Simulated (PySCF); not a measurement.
B3LYP has the VWN-RPA correlation part, as in Gaussian. 

Cartesian coordinates (Å):
```xyz
15

Ti    -0.3027    -0.1554    -0.2053
N     -0.1195     1.6896     0.2321
H      0.7707     2.1699     0.3889
H     -0.8873     2.3640     0.2869
N      1.2994    -0.6433    -1.1084
H      1.5887    -0.3138    -2.0344
H      1.9586    -1.3604    -0.7916
N     -1.9094    -0.2965    -1.2150
H     -2.0388     0.0018    -2.1866
H     -2.7436    -0.8093    -0.9140
O     -0.4564    -1.1169     1.3028
C     -0.4928    -0.9590     2.6981
H     -0.3712     0.1064     2.9773
H      0.3188    -1.5458     3.1722
H     -1.4586    -1.3233     3.1013
```
Charge 0, spin multiplicity 1.

Task: Give the dipole moment, total energy, HOMO, LUMO, charge on the central atom (Mulliken), charge on the central atom (meta-Löwdin) and HOMO–LUMO gap at the level B3LYP-D3(BJ)/def2-TZVP // TPSS-D3(BJ)/def2-SVP in PySCF.

Result: 
```
Property                                          Value
----------------------------------------  -------------
dipole moment                                    0.55 D
total energy                              -1132.7825 Ha
HOMO                                           -6.49 eV
LUMO                                           -0.99 eV
charge on the central atom (Mulliken)            1.57 e
charge on the central atom (meta-Löwdin)         1.29 e
HOMO–LUMO gap                                   5.49 eV
```
